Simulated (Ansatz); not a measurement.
One change: `C[CH2][AlH][AlH][SiH3]` becomes `C[CH2][AlH][O][SiH3]`.

Ansatz, PBE0-D4/def2-TZVP geometries, multiplicity 1. Each molecule was computed in one conformer, which needn't be the lowest.

```tsv
property	`C[CH2][AlH][AlH][SiH3]`
HOMO energy (ωB97M-V/def2-TZVPP) / eV	-8.37
HOMO–LUMO gap (PBE0/def2-TZVPP) / eV	4.22
LUMO energy (B3LYP/def2-TZVPP) / eV	-2.42
size of the dipole moment (PBE/def2-TZVPP) / D	1.29
size of the dipole moment (ωB97M-V/def2-TZVPP) / D	1.34
LUMO energy (PBE/def2-TZVPP) / eV	-3.01
```

Q: Give the same properties after the change, and the shifts. (An estimate is asked.)

A: The calculation gave: 
| property | `C[CH2][AlH][O][SiH3]` | shift |
| --- | --- | --- |
| HOMO energy (ωB97M-V/def2-TZVPP) / eV | -9.75 | -1.38 |
| HOMO–LUMO gap (PBE0/def2-TZVPP) / eV | 6.86 | 2.64 |
| LUMO energy (B3LYP/def2-TZVPP) / eV | -0.91 | 1.51 |
| size of the dipole moment (PBE/def2-TZVPP) / D | 1.20 | -0.09 |
| size of the dipole moment (ωB97M-V/def2-TZVPP) / D | 1.17 | -0.17 |
| LUMO energy (PBE/def2-TZVPP) / eV | -1.47 | 1.54 |

With PBE0 the HOMO falls by 1.03 eV and the LUMO rises by 1.60 eV, so the gap widens by about 2.63 eV. PBE moves the HOMO by -0.73 eV and ωB97M-V by -1.38 eV. Dipoles are sizes alone; their direction can turn.

B3LYP here is the variant with VWN-RPA as its local correlation; programs differ in this.
